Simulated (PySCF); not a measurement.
Saddle point of GeNH4F, closed shell (GeNH₄F ([NH2][GeH2][F]) → GeNH₃ ([NH][GeH2]) + HF; bonds formed: F2–H4; bonds broken: Ge1–F2, N3–H4), PBE0-D4/def2-TZVP structure:

```xyz
7
angstrom
Ge -0.5966 -0.2704 0.4252
F 1.6841 -0.5096 0.0175
N -0.2521 0.5958 -1.0354
H 1.1632 0.0416 -0.6713
H -0.7618 -1.7866 0.3656
H -0.8997 0.3272 1.8133
H -0.3370 1.6021 -0.9149
```

Energies are electronic, without zero-point energy. Barriers and step energies count from the start structure reached by relaxing down the imaginary mode; all methods use the PBE0-D4 structures, on which another method's saddle can fall below an end. Program: PySCF 2.14 with density fitting (its default auxiliary sets; JK sets also for MP2 and CCSD(T)). Basis: def2-TZVPP, with def2-QZVPP for the basis limit. Cores are frozen in the correlated methods. Filled d shells of the heavier atoms are correlated. The def2 sets are not built for correlating such inner shells, so the correlated values are less sure here. B3LYP uses VWN-RPA correlation. Extrapolation: Hartree–Fock as exp(−7.88 √X), correlation as X^−2.97.

```tsv
method	barrier (kJ/mol)	step energy (kJ/mol)
SPW92	237.9	228.4
PBE-D4	?	220.3
r2SCAN-D4	268.7	246.0
PBE0-D4	271.5	245.0
B3LYP-D4	268.6	235.5
BHLYP-D4	301.2	265.1
wB97M-V	278.1	253.9
HF	?	296.8
MP2	?	239.1
CCSD	292.6	251.9
CCSD(T)	279.3	240.6
```

Question: Fill in the withheld barriers. (To be estimated.)

Answer: By the calculation: PBE-D4 242.4; MP2 275.8; HF 344.5 kJ/mol. Each is the energy of the saddle less that of the start structure, by the same method.

For comparison, the barrier by CCSD(T) at an estimated basis limit (MP2 extrapolated from triple and quadruple zeta, plus CCSD(T) − MP2 in triple zeta) is 275.2 kJ/mol.

No T1 diagnostic of these runs exceeds 0.019. The restricted Hartree–Fock reference is unstable towards an unrestricted one at one or more of these structures.

Labels in which every atom is bracketed show which atoms are joined, not bond orders.

For scale, one of the runs: CCSD(T)/def2-TZVPP, 166 basis functions, launched by `OMP_NUM_THREADS=4 python run.py`. Hardware: 4 CPU threads of a Oxide Virtual Turin-like, shared host. Wall time 2.9 min; peak host memory 1.7 GiB.
